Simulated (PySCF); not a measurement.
Worked example: oscillator strength and radiative lifetime

C2H8O2Si, SMILES C[C@H](O)[SiH2]O.

Geometry: B3LYP-D3(BJ)/def2-SVP. The structure was generated by enumeration; whether it is a known compound was not checked. The values are those of a single conformer.

PySCF 2.14.0 with TDDFT-PBE/def2-SVPD puts the first singlet state with f over 0.02 at 6.93 eV (vertical), with the transition dipole (-0.487, -0.177, -0.190) in atomic units.

Task: Find the oscillator strength, the wavelength and the radiative lifetime that this transition would have in vacuum if emission retraced absorption.

Result: 
|μ|² = 0.3046 au, so |μ| = 1.40 D. ΔE = 6.93/27.211 = 0.2547 hartree. f = (2/3) ΔE |μ|² = 0.052 (the program prints 0.052).
λ = 1239.84/6.93 = 179 nm; ν = 55894 cm⁻¹.
Einstein's coefficient A = 0.6670 ν² f s⁻¹ (ν in cm⁻¹) = 1.1e8 s⁻¹, so τ = 1/A = 9.3 ns. This state is S6; the lower singlets have f = 0.008, 0.001, 0.009, 0.004, 0.004. The figure is the radiative limit of this one transition; relaxation, internal conversion, crossing to triplets and a medium change what is measured.
